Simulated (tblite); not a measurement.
Start geometry of `[SiH3]C[SiH2][SiH2]O[SiH3]` from a force field or distance geometry (Å):
```
atom  x, y, z in Å
Si1   -2.4563    1.0092    0.1762
C2    -2.3120   -0.7379   -0.4044
Si3   -0.6912   -1.5481    0.0536
Si4    1.0135   -0.3752   -0.7245
O5     2.3034   -0.2395    0.4331
Si6    3.4190    0.8250   -0.3555
H7    -3.8985    1.2726    0.4366
H8    -1.7591    1.3129    1.4248
H9    -2.0332    1.9617   -0.8667
H10   -2.3656   -0.7244   -1.5043
H11   -3.1971   -1.2994   -0.0143
H12   -0.6116   -1.8066    1.5035
H13   -0.6844   -2.8725   -0.5919
H14    1.5961   -1.0743   -1.8803
H15    0.6857    0.9834   -1.1296
H16    4.7418    0.7519    0.2653
H17    3.4267    0.4228   -1.7745
H18    2.8141    2.1448   -0.3236
```

**Question.** What comes out of this run: GFN2-xTB geometry optimisation, gas phase (tblite 0.8.0)?

**Answer.** 
```
atom  x, y, z in Å
Si1   -2.6333    1.0186    0.3262
C2    -2.2287   -0.7895   -0.0860
Si3   -0.3857   -1.2697    0.0119
Si4    0.8146   -0.3081   -1.7018
O5     2.2500    0.1855   -1.1172
Si6    3.4199    0.6860   -0.1249
H7    -4.0761    1.2507    0.1902
H8    -2.2370    1.3162    1.7048
H9    -1.9237    1.9132   -0.5920
H10   -2.5930   -1.0112   -1.0904
H11   -2.7945   -1.4360    0.5849
H12    0.0827   -0.9237    1.3678
H13   -0.3231   -2.7469   -0.0331
H14    1.1986   -1.2176   -2.7902
H15    0.2332    0.8923   -2.3190
H16    3.4928   -0.2642    0.9853
H17    4.6357    0.6867   -0.9342
H18    3.0590    2.0239    0.3413
```

The energy falls by 1.104 eV over 140 L-BFGS steps, the largest force on an atom goes from 3.07 to 0.009 eV/Å, and the atoms move by 0.929 Å rms after alignment. The bond that changes most is O5–Si6 (siloxane oxygen to oxygen-bound silicon), which shortens by 0.118 Å. Bonds longer at the end by more than 0.005 Å: 6 of 17; shorter: 7. Among the angles that change most is Si4–O5–Si6, from 102.9° to 162.7°. Among the dihedrals that turn most is H9–Si1–C2–H10, from -24° to -63°. Rotational constants go from 2775, 632.4, 552.2 to 2435, 595.8, 556.6 MHz. The orientation of the end geometry is arbitrary; only internal coordinates are fixed.

The run took 2.3 s of wall time on one thread of an Intel Xeon Platinum 8259CL at 2.50 GHz, shared host with 96 logical CPUs at a one-minute load of 38.

Its lowest GFN2-xTB frequency is 13i cm⁻¹, too small to tell a flat minimum from a shallow saddle. The numbers are those of one conformer. 3 starts were optimised and ended at 0.00, 0.31 and 0.66 kcal/mol (GFN2-xTB); the lowest of these is shown.

These are computed values.
